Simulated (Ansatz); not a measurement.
BrMg, SMILES `[Mg][Br]` radical at its PBE0-D4/def2-TZVP geometry, where that method's forces vanish. The species carries charge 0 and has multiplicity 2.

```xyz
2

Mg   -1.0648    0.3838   -0.3500
Br    1.0648   -0.3838    0.3500
```

Q: What forces (eV/Å) does PBE-D4/def2-TZVPP give on these atoms in the Gaussian-basis code of Ansatz? (Estimate.)

A: Computed: 
```
Mg1 -0.129  0.047 -0.042
Br2  0.129 -0.047  0.042
```
